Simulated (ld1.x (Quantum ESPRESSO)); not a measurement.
**LDA (PZ) TM dataset for zinc, scalar-relativistic all-electron reference.**

```
Element                 : Zn (Z = 30)
Generator               : ld1.x (Quantum ESPRESSO) 7.5
Type                    : norm-conserving Troullier–Martins (Kleinman–Bylander form)
Functional              : LDA (PZ)
Relativity              : scalar-relativistic
Frozen core             : [Ar] 3d10
Valence charge          : 2
Reference configuration : 4s2 4p0
Partial waves           : 4p (bound, empty): rc 3.00 bohr; 4s (bound): rc 2.00 bohr
Local potential         : the s channel
Core correction         : a·sin(br)/r model core, default radius (core density twice the valence density)
```

Calculated quality:

* Cutoffs needed: 10 Ry and 30 Ry (the cutoffs (Ry, on a coarse ladder) from which the occupation-weighted sum of valence levels, in a spherical-Bessel basis at the reference potential, stays within 10 and 1 mRy of its value at 400 Ry)
* Ghost test: no extra level below or beside the all-electron valence levels (p, s, d, f tested) (spherical-Bessel basis up to 400 Ry, 20 bohr box)
* Largest excitation error: -224 meV (all-electron minus pseudo) for 4s0 4p1, out of 5 test configurations

Generation and tests took about 2.8 s on one core of a shared server CPU.
